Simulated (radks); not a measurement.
Values are calculated unless marked as measured or tabulated.
Question: Species: the argon ion Ar9+. Configuration: [He] 2s2 2p5. Level of theory: non-relativistic Kohn-Sham, TPSS, spin-polarised, spherical densities, point nucleus; open shells are filled with parallel spins first; meta-GGA in the generalised Kohn-Sham scheme (a radial shooting solver on a logarithmic mesh with Libxc functionals). Some entries of the table are withheld. Estimate them.

orbital  occ.  eigenvalue (eV)  r(max) (bohr)
1s up       1        -3369.607        0.05652
1s down     1        -3366.929        0.05651
2s up       1              (1)         0.3332
2s down     1              (2)         0.3340
2p up       3        -457.0676            (3)
2p down     2        -451.6388            (4)

Answer: 
(1) 2s up eigenvalue (eV): -518.5938
(2) 2s down eigenvalue (eV): -513.7928
(3) 2p up r(max) (bohr): 0.2729
(4) 2p down r(max) (bohr): 0.2738
